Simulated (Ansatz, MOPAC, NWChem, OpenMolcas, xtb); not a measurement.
# How methods differ on BCl3 (boron trichloride)

BCl3, singlet, SMILES `ClB(Cl)Cl`. Each level relaxes the structure for itself.

Each level gives the highest harmonic wavenumber at each level's own minimum (cm⁻¹). The values are calculated.

```json
{"level": "PM6", "kind": "semi-empirical", "program": "MOPAC", "value (cm⁻¹)": "971"}
{"level": "PM6-DH+", "kind": "semi-empirical", "program": "MOPAC", "value (cm⁻¹)": "970"}
{"level": "PM7-", "kind": "semi-empirical", "program": "MOPAC", "value (cm⁻¹)": "918"}
{"level": "GFN1-xTB", "kind": "semi-empirical", "program": "xtb", "value (cm⁻¹)": "915"}
{"level": "HF/STO-3G", "kind": "Hartree–Fock", "program": "Ansatz", "value (cm⁻¹)": "1143"}
{"level": "HF/3-21G", "kind": "Hartree–Fock", "program": "NWChem", "value (cm⁻¹)": "918"}
{"level": "HF/6-31G* (Cartesian functions)", "kind": "Hartree–Fock", "program": "Ansatz", "value (cm⁻¹)": "1018"}
{"level": "HF/cc-pVTZ", "kind": "Hartree–Fock", "program": "OpenMolcas", "value (cm⁻¹)": "989"}
{"level": "PBE/def2-SVP", "kind": "GGA", "program": "Ansatz", "value (cm⁻¹)": "963"}
{"level": "B3LYP/def2-SVP", "kind": "global hybrid", "program": "NWChem", "value (cm⁻¹)": "963"}
```

Harmonic and unscaled. The values span 915 to 1143 cm⁻¹. Without the sets that lack polarisation functions the rows with a basis span only 963 to 1018 cm⁻¹.
